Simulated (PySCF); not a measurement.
## LiHg at UHF-CCSD(T)

Computed with UHF-CCSD(T); Li def2-SVPD, Hg def2-SVPD with ECP60; scalar-relativistic core potentials (PySCF 2.14).

* state: ²Σ⁺ (doublet), unpaired electrons σ ↑
* bond length: 3.421 Å
* harmonic wavenumber: 56.4 cm⁻¹
* force constant: 0.0127 mdyn/Å
* rotational constant Be: 0.2124 cm⁻¹
* well depth De to Li + Hg: 0.04 eV
* dissociation energy D0: 0.03 eV

Correlated steps freeze no core orbitals. The bond is weak. Basis-set superposition, not corrected here, can be much of De in a small basis, most of all at correlated wavefunction levels. Spin–orbit coupling is left out. The state is the lowest determinant that a PBE0 search found; another state may lie lower at other levels.
